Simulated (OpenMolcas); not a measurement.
## N+, P+, As+, Sb+, Bi+: ns2 np2 down the group

| Item | Value |
| --- | --- |
| Program | OpenMolcas |
| Method | SS-CASPT2, IPEA 0.25 Eh, imaginary shift 0.1 Eh |
| Basis | ANO-R3 |
| Scalar Hamiltonian | X2C, finite nucleus |
| Spin-orbit coupling | RASSI with atomic mean-field integrals over the reference wave functions, term energies averaged over their components |

Active space for each ion: 2 electrons in 3 orbitals (p); closed shells correlated by CASPT2: N+ 1s 2s; P+ 2s 2p 3s; As+ 3d 4s; Sb+ 4d 5s; Bi+ 5d 6s.

Computed levels in cm-1 above 3P0:

```csv
Level,N+,P+,As+,Sb+,Bi+
3P1,47.2,148,941,2660,11220
3P2,140,425,2290,5110,15400
1D2,15510,8700,10060,12170,30080
1S0,35180,21380,22570,23190,40820
weight of 3P in the lowest level (%),100,100,99,96,85
```

Mixed levels, with the weight of the term that names them: Bi+ 3P2 (58 %), Bi+ 1D2 (58 %).

Measured, with the error of the calculation in %. Measured levels: N+, P+, As+, Sb+ from NIST Handbook of Basic Atomic Spectroscopic Data.

```
Level            N+            P+           As+           Sb+
  3P1   48.7 (-2.9)   165 (-10.2)  1063 (-11.5)  3055 (-12.9)
  3P2    131 (+7.4)    469 (-9.4)   2541 (-9.9)   5658 (-9.6)
  1D2  15316 (+1.3)   8882 (-2.1)  10096 (-0.3)  12790 (-4.9)
  1S0  32689 (+7.6)  21576 (-0.9)  22599 (-0.1)  23906 (-3.0)
```

The fine-structure level 3P2 changes by a factor of 110 from N+ to Bi+.

Without spin-orbit coupling 1D lies 15420, 8400, 8230, 6950, 7510 cm-1 above 3P in that order; the difference to the level 1D2, of either sign, comes from spin-orbit coupling, which also lowers the zero.

Term energies are means over components that CASPT2 splits; among the terms shown or strongly mixed into the levels shown the widest spread is 110 cm-1 (3s2 3p2 1D, P+). With the s shell closed, the reference lacks s² → p² mixing. Measured partners are found by configuration, term and J. A level has none where our copy of the source lacks it or the pairing is in doubt (some pairs that miss far off the trend of their configuration count as doubtful), and it then counts in no deviation. Levels of configurations outside the active space are missing.
